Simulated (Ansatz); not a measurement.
Total energies of the cluster Si4O (the lowest singlet isomer of a short search) from Ansatz at CCSD(T)/def2-TZVPP, gas phase (1 Eh = 27.2114 eV = 2625.5 kJ/mol). The reference geometry is relaxed at PBE0-D4/def2-SVP.

```xyz
5

O     1.703    0.058    0.609
Si   -1.104   -0.499   -1.097
Si   -2.110    0.838    0.588
Si    1.457   -0.867   -0.813
Si    0.054    0.469    0.712
```

```
                 state                     geometry  energy (Eh)
      charge 0 singlet                    reference  -1231.30430
      charge 1 doublet                    reference  -1231.01454
      charge 0 triplet  relaxed at PBE0-D4/def2-SVP  -1231.26387
      charge 0 quintet  relaxed at PBE0-D4/def2-SVP  -1231.23354
 free O atom (triplet)                            –    -74.97674
free Si atom (triplet)                            –   -288.92770
```

Correlated methods freeze 21 core orbitals.

Work out the vertical ionisation energy to the doublet.

E(charge 1 doublet) − E(charge 0 singlet) = -1231.01454 − (-1231.30430) = 0.28976 Eh = 7.88 eV.

Which of the charge 0 states is lowest, and how far above it are the others?

The singlet. triplet: -1231.26387 − (-1231.30430) = 0.04043 Eh = 106.1 kJ/mol; quintet: -1231.23354 − (-1231.30430) = 0.07076 Eh = 185.8 kJ/mol.

What is the binding energy per atom against free atoms?

Atoms: 1 × (-74.97674) + 4 × (-288.92770) = -1230.68754 Eh. Binding: -1230.68754 − (-1231.30430) = 0.61676 Eh = 16.78 eV, or 3.36 eV for each of 5 atoms (no zero-point energy, no counterpoise term).

At CCSD(T)/def2-TZVPP T1 of the charge 0 singlet is large (up to 0.023), so the single-reference result is doubtful. At CCSD(T)/def2-TZVPP T1 of the charge 1 doublet is large (up to 0.054), so the single-reference result is doubtful. At CCSD(T)/def2-TZVPP T1 of the charge 0 triplet is large (up to 0.045), so the single-reference result is doubtful. At CCSD(T)/def2-TZVPP the restricted singlet (for correlated methods, its reference) is unstable: a solution with broken spin symmetry lies lower. At CCSD(T)/def2-TZVPP the charge 1 doublet is spin-contaminated (final ⟨S²⟩ up to 1.09, 0.75 for a pure state). At CCSD(T)/def2-TZVPP the charge 0 triplet is spin-contaminated (final ⟨S²⟩ up to 2.21, 2.00 for a pure state). At CCSD(T)/def2-TZVPP the charge 0 quintet is spin-contaminated (final ⟨S²⟩ up to 6.20, 6.00 for a pure state). 

The structure comes from a short search, and lower isomers may exist.
